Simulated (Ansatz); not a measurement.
One change: `N=C([SiH3])S` becomes `N=C([SiH3])[SiH2]N`.

Ansatz, PBE0-D4/def2-TZVP geometries, multiplicity 1. Each molecule was computed in one conformer, which needn't be the lowest.

| property | `N=C([SiH3])S` |
| --- | --- |
| size of the dipole moment (ωB97M-V/def2-TZVPP) / D | 1.52 |
| LUMO energy (PBE0/def2-TZVPP) / eV | -0.94 |
| size of the dipole moment (PBE/def2-TZVPP) / D | 1.45 |
| HOMO energy (B3LYP/def2-TZVPP) / eV | -7.30 |
| HOMO–LUMO gap (PBE0/def2-TZVPP) / eV | 6.60 |
| LUMO energy (ωB97M-V/def2-TZVPP) / eV | 1.24 |

(1) Give the same properties after the change, and the shifts. (Best estimate.)

Results:

(1) Ansatz gave: 
```json
{"property": "size of the dipole moment (ωB97M-V/def2-TZVPP) / D", "`N=C([SiH3])[SiH2]N`": "0.89", "shift": "-0.63"}
{"property": "LUMO energy (PBE0/def2-TZVPP) / eV", "`N=C([SiH3])[SiH2]N`": "-1.21", "shift": "-0.27"}
{"property": "size of the dipole moment (PBE/def2-TZVPP) / D", "`N=C([SiH3])[SiH2]N`": "0.75", "shift": "-0.70"}
{"property": "HOMO energy (B3LYP/def2-TZVPP) / eV", "`N=C([SiH3])[SiH2]N`": "-6.51", "shift": "0.79"}
{"property": "HOMO–LUMO gap (PBE0/def2-TZVPP) / eV", "`N=C([SiH3])[SiH2]N`": "5.50", "shift": "-1.10"}
{"property": "LUMO energy (ωB97M-V/def2-TZVPP) / eV", "`N=C([SiH3])[SiH2]N`": "1.01", "shift": "-0.23"}
```

With PBE0 the HOMO rises by 0.83 eV and the LUMO falls by 0.27 eV, so the gap narrows by about 1.10 eV. PBE moves the HOMO by 0.85 eV and ωB97M-V by 0.74 eV. Dipoles are sizes alone; their direction can turn.

B3LYP here is the variant with VWN-RPA as its local correlation; programs differ in this.
